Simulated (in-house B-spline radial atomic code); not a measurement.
# CAM-B3LYP excitations of the strontium ion Sr⁸⁺

Method: CAM-B3LYP. Computed with a B-spline radial code for spherical atoms: linear response of the closed shell [Ar] 3d10 4s2 with the functional's adiabatic kernel; scalar-relativistic (spin-free one-electron X2C), finite nucleus, no spin-orbit coupling, no double excitations, S, P, D and F terms only; shells from n = 2 respond. Only terms of natural parity with L up to 3 were computed.

Command:
```bash
python run_td.py task.json out
```
Settings (radii: box in bohr, nucleus in fm):
```
Z                        38
electrons                30
configuration            [Ar] 3d10 4s2
hamiltonian              x2c
method                   camb3lyp
box_radius               11.59
rms_radius               4.224
intervals                69
```

Cost of the run: 1.3 s on 1 thread of Intel(R) Xeon(R) Platinum 8375C CPU @ 2.90GHz (Ice Lake), on a shared host.

The lowest states, in the order of their Tamm-Dancoff energies; the method's threshold (minus the highest occupied level) is 154.27 eV. Labels give the largest channel, * marks a mixed state, and oscillator strengths are full-response dipole values. Semilocal kernels can invert the small singlet-triplet splittings of Rydberg terms. Energies in eV:

```json
{"state": "4s → 4p 3P", "full response": "19.145", "Tamm-Dancoff": "19.350", "oscillator strength": "-"}
{"state": "4s → 4p 1P", "full response": "26.639", "Tamm-Dancoff": "27.460", "oscillator strength": "1.48"}
{"state": "4s → 4d 3D", "full response": "53.58", "Tamm-Dancoff": "53.62", "oscillator strength": "-"}
{"state": "4s → 4d 1D", "full response": "56.83", "Tamm-Dancoff": "56.87", "oscillator strength": "-"}
{"state": "4s → 5s 3S", "full response": "74.91", "Tamm-Dancoff": "74.91", "oscillator strength": "-"}
{"state": "4s → 5s 1S", "full response": "?", "Tamm-Dancoff": "?", "oscillator strength": "-"}
{"state": "4s → 5p 3P", "full response": "83.66", "Tamm-Dancoff": "83.67", "oscillator strength": "-"}
{"state": "4s → 4f 3F", "full response": "83.70", "Tamm-Dancoff": "83.73", "oscillator strength": "-"}
{"state": "4s → 5p 1P", "full response": "84.63", "Tamm-Dancoff": "84.68", "oscillator strength": "0.132"}
{"state": "4s → 4f 1F", "full response": "85.39", "Tamm-Dancoff": "85.39", "oscillator strength": "-"}
{"state": "4s → 5d 3D", "full response": "97.31", "Tamm-Dancoff": "97.31", "oscillator strength": "-"}
{"state": "4s → 5d 1D", "full response": "?", "Tamm-Dancoff": "?", "oscillator strength": "-"}
{"state": "4s → 6s 3S", "full response": "106.36", "Tamm-Dancoff": "106.36", "oscillator strength": "-"}
{"state": "4s → 6s 1S", "full response": "106.93", "Tamm-Dancoff": "106.95", "oscillator strength": "-"}
{"state": "4s → 5f 3F", "full response": "110.21", "Tamm-Dancoff": "110.22", "oscillator strength": "-"}
{"state": "4s → 6p 3P", "full response": "110.56", "Tamm-Dancoff": "110.56", "oscillator strength": "-"}
```

Where does 4s → 5s 1S lie?

At 76.76 eV in full response, 76.81 eV in Tamm-Dancoff.

Where does 4s → 5d 1D lie?

At 97.95 eV in full response, 97.96 eV in Tamm-Dancoff.

How large is the singlet-triplet splitting of 4s → 4p (P terms) in Tamm-Dancoff?

8.11 eV, from the unrounded values.

What polarisabilities and dispersion coefficient does the method give?

Dipole 1.707 bohr³, quadrupole 1.385 bohr⁵, C6 2.561 hartree·bohr⁶ for two such species.
